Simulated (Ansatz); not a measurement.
`C/C([SiH3])=C\O`, one more setting.

```yaml
crystal:
  periodic: [false, false, false]
  atoms:
    - {symbol: C, position_ang: [-1.555375, -0.085637, 0.072945]}
    - {symbol: C, position_ang: [-0.058452, 0.005422, 0.006863]}
    - {symbol: Si, position_ang: [0.945129, -1.485604, -0.432963]}
    - {symbol: C, position_ang: [0.595386, 1.141356, 0.256942]}
    - {symbol: O, position_ang: [-0.036254, 2.296279, 0.588347]}
    - {symbol: H, position_ang: [-2.006286, 0.865964, 0.356183]}
    - {symbol: H, position_ang: [-1.870992, -0.841149, 0.799380]}
    - {symbol: H, position_ang: [-1.973344, -0.385332, -0.893364]}
    - {symbol: H, position_ang: [0.715954, -2.596508, 0.533985]}
    - {symbol: H, position_ang: [2.391438, -1.131909, -0.428106]}
    - {symbol: H, position_ang: [0.579775, -2.006293, -1.780937]}
    - {symbol: H, position_ang: [1.680348, 1.200680, 0.207522]}
    - {symbol: H, position_ang: [0.613173, 2.988133, 0.728004]}
basis:
  gaussian: {orbitals: ANO-RCC-VTZP}
hamiltonian: {xc: {name: B3LYP}, pseudopotentials: {relativity: scalar}}
```

```sh
$ ansatz run in.yaml --threads 4 --pin off --events-out ev --progress --plain --max-ram 10444MiB
```

Output, abridged:

```
Functional definition: B3LYP
1673 factors; their error is unknown
mean field evaluation 1: about -13178.1095 eV, gradient 6.8e1 eV
mean field evaluation 2: about -13166.0636 eV, gradient 9.8e1 eV
mean field evaluation 4: about -13188.1600 eV, gradient 5.0e0 eV
mean field evaluation 8: about -13188.2118 eV, gradient 2.0e-1 eV
mean field evaluation 16: about -13188.2537 eV, gradient 1.6e-4 eV
mean field -13188.25365961 eV, -484.6593826714 hartree, gradient 3.8e-5 eV, S^2 0.000000; 0 other end points of the search recorded, 0 dependent functions left out
reference -13188.25398715 eV, -484.6593947082 hartree; 24, 24 occupied and 242, 242 virtual orbitals, 1673 factors
Total energy: -13188.25398715 eV, -484.6593947082 hartree
Relativity: scalar
```

Hardware: 4 threads of an Arm Neoverse V2 on a shared host. Wall time 7 s, peak host memory 0.58 GiB.
